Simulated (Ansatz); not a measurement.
C₈H₁₄O₂ (`CC(=O)OC1CCCCC1`), relaxed with RKS PBE0-D4/def2-TZVP in the Gaussian-basis code of Ansatz from a PBE-D4/def2-SVP geometry. The force threshold is 0.005 eV/Å; the program also tests the step.

The species carries charge 0 and has multiplicity 1.

Start:

```xyz
24

C     0.663   -3.824   -0.386
C     0.067   -2.578    0.228
O    -0.564   -2.533    1.268
O     0.326   -1.493   -0.549
C    -0.195   -0.224   -0.081
C    -0.374    0.685   -1.291
C    -1.070    2.002   -0.879
C    -0.718    2.427    0.566
C     0.683    1.943    0.960
C     0.756    0.400    0.960
H     0.230   -3.998   -1.391
H     0.462   -4.691    0.267
H     1.756   -3.698   -0.523
H    -1.179   -0.429    0.392
H     0.628    0.888   -1.727
H    -0.955    0.155   -2.073
H    -0.778    2.800   -1.592
H    -2.171    1.896   -0.976
H    -1.456    1.997    1.278
H    -0.800    3.528    0.673
H     1.421    2.360    0.241
H     0.972    2.337    1.956
H     0.509   -0.013    1.958
H     1.788    0.065    0.721
```

```
step  energy (eV)  largest force (eV/Å)  largest move (Å)
   1  -12609.8305                 1.209             0.000
   2  -12609.9280                 0.253             0.036
   3  -12609.9370                 0.075             0.013
   4  -12609.9373                 0.058             0.006
   5  -12609.9374                 0.012             0.004
   6  -12609.9374                 0.010             0.004
   7  -12609.9375                 0.013             0.009
   8  -12609.9375                 0.005             0.012
   9  -12609.9375                 0.003             0.002
```

End:

```xyz
24

C     0.655   -3.789   -0.381
C     0.077   -2.548    0.229
O    -0.519   -2.504    1.273
O     0.305   -1.483   -0.549
C    -0.202   -0.221   -0.083
C    -0.358    0.684   -1.283
C    -1.062    1.982   -0.870
C    -0.715    2.400    0.566
C     0.678    1.921    0.945
C     0.742    0.390    0.951
H     0.209   -3.962   -1.363
H     0.464   -4.638    0.270
H     1.729   -3.664   -0.530
H    -1.179   -0.411    0.370
H     0.635    0.897   -1.693
H    -0.918    0.171   -2.067
H    -0.780    2.775   -1.567
H    -2.145    1.862   -0.964
H    -1.440    1.971    1.266
H    -0.796    3.485    0.671
H     1.400    2.325    0.227
H     0.970    2.309    1.924
H     0.492   -0.006    1.938
H     1.758    0.056    0.721
```

It took 16 s on 4 threads of an AMD EPYC 7R13 on a shared host and a share of an NVIDIA H100 80 GB, with 1.1 GiB of host memory at the peak.
